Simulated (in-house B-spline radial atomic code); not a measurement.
# RPA and G0W0 on r2SCAN: the arsenic ion As³⁺

Configuration [Ar] 3d10 4s2, mean-field start r2SCAN. Computed with an all-electron radial atomic-structure program (B-spline basis): all electrons, non-relativistic, point nucleus, each spin shell either full or empty, empty states to l = 9 with an (l + 1/2)⁻⁴ tail; G0W0 by contour deformation at full frequency.

Command:
```bash
python run_gw.py task.json out
```
Settings (radii: box in bohr, nucleus in fm):
```
Z                        33
electrons                30
configuration            [Ar] 3d10 4s2
hamiltonian              nr
method                   r2scan
lmax                     9
spin_polarised           False
box_radius               14.14
intervals                51
ion_configuration        [Ar] 3d10 4s1
```

Run time, properties included: 3 s on 1 thread of AMD EPYC 7R13 Processor, with other jobs on the host.

Energies (hartree):

| term | value |
| --- | --- |
| mean-field total | -2233.75452 |
| Hartree-Fock functional on these orbitals | -2232.20605 |
| direct second order | -2.6316 |
| second-order exchange | 0.76301 |
| SOSEX correction | 0.68933 |

Question: What is the RPA correlation energy, and what remains with SOSEX?

Answer: RPA gives -2.2434 hartree (-2.03 eV per electron); RPA + SOSEX gives -1.554, and the second-order doubles -1.8686 hartree (no singles). RPA lacks exchange-type terms and so overcorrelates at short range.

Quasi-particle levels (eV):

```tsv
level	occupied	mean field	Σx - vxc	Σc	QP weight	G0W0
4s	yes	-44.04	-3.43	?	?	?
3d	yes	-76.92	-15.50	3.95	0.899	-88.47
4p	no	-32.51	5.81	-1.55	0.952	-28.247
```

G0W0 = mean field + (Σx - vxc) + Σc, with Σc (partial-wave tail included) taken at the quasi-particle energy. Only the outer levels were computed. Levels of low weight are left out.

Question: Where does G0W0 put 4s?

Answer: At -49.57 eV, with Σc = -2.10 eV and a quasi-particle weight of 0.954. The tabulated removal energy is 50.15 ± 0.06 eV (NIST, measured); the calculation leaves out relativity, Breit and QED terms, and what these don't explain is the method's own error.

Question: What does it cost to remove one electron (to [Ar] 3d10 4s1) by differences of total energies, each species on its own start (correlation terms add to the Hartree-Fock functional)?

Answer: r2SCAN 49.00 eV, Hartree-Fock functional 47.06 eV, + RPA 49.51 eV, + RPA + SOSEX 48.94 eV, + second order 50.01 eV. Tabulated: 50.15 ± 0.06 eV (NIST, measured); the calculation leaves out relativity, Breit and QED terms, and what these don't explain is the method's own error.
